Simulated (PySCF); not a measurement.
**How the method moves the HOMO and LUMO of `N#CC([SiH3])=C=S`**

Species: C3H3NSSi.
Atom-mapped SMILES: `[N:1]#[C:2][C:3]([SiH3:4])=[C:5]=[S:6]` (hydrogens: H7, H8, H9 on Si4)

Structure used (PBE0-D3(BJ)/def2-SVP), in Å, numbered top down from 1:
```xyz
9
C3H3NSSi angstrom
N     -1.7287   -2.2731    0.5455
C     -1.2287   -1.2472    0.3296
C     -0.5558   -0.0274    0.0640
Si     1.3304   -0.0248   -0.1448
C     -1.1920    1.1292   -0.0503
S     -1.8744    2.5098   -0.1957
H      1.9545   -0.5276    1.1114
H      1.7363    1.3822   -0.4150
H      1.6903   -0.9116   -1.2870
```

Basis pcSseg-2 throughout (PySCF), one geometry. Isolated species at its PBE0-D3(BJ)/def2-SVP geometry, gas phase.

**Question.** How do the orbital energies, the gap and the dipole change with the method?

**Answer.** 
```
   method                    kind  HOMO (eV)  LUMO (eV)  gap (eV)  μ (D)  SCF cycles
     BLYP                     GGA      -6.17      -3.75      2.42   4.19          17
    B97-D                     GGA      -6.30      -3.82      2.48   4.15          18
      PBE                     GGA      -6.35      -3.92      2.43   4.17          17
      KT2                     GGA      -6.36      -3.89      2.46   4.13          18
     OPBE                     GGA      -6.37      -3.88      2.49   4.09          18
      KT3                     GGA      -6.38      -3.89      2.49   4.09          18
     BP86                     GGA      -6.44      -4.00      2.44   4.18          16
      LDA                     LDA      -6.51      -4.12      2.39   4.31          16
    B97-2           global hybrid      -7.15      -3.09      4.06   4.18          15
    B3LYP           global hybrid      -7.15      -3.22      3.93   4.23          15
     PBE0           global hybrid      -7.37      -3.05      4.33   4.21          14
 mPW1PW91           global hybrid      -7.39      -3.06      4.33   4.21          14
BHandHLYP           global hybrid      -8.25      -1.99      6.26   4.25          14
CAM-B3LYP  range-separated hybrid      -8.53      -1.91      6.62   4.25          15
  wB97X-D  range-separated hybrid      -9.06      -1.29      7.78   4.18          17
       HF            Hartree–Fock      -9.63       0.63     10.26   4.22          14
  LC-wPBE  range-separated hybrid      -9.79      -0.84      8.94   4.19          17
```

The HOMO spans 3.61 eV, from BLYP down to LC-wPBE, and the gap runs from 2.39 eV (LDA) to 10.26 eV (HF). Over the methods BLYP (0 %), B97-D (0 %), PBE (0 %), KT2 (0 %), OPBE (0 %), KT3 (0 %), BP86 (0 %), LDA (0 %), B97-2 (21 %), B3LYP (20 %), PBE0 (25 %), mPW1PW91 (25 %), BHandHLYP (50 %), HF (100 %), a straight line through the gap against the share of exact exchange rises by 0.78 eV for each 10 % (correlation coefficient 1.000). The dipole ranges from 4.09 D (OPBE) to 4.31 D (LDA). This basis has no diffuse functions.
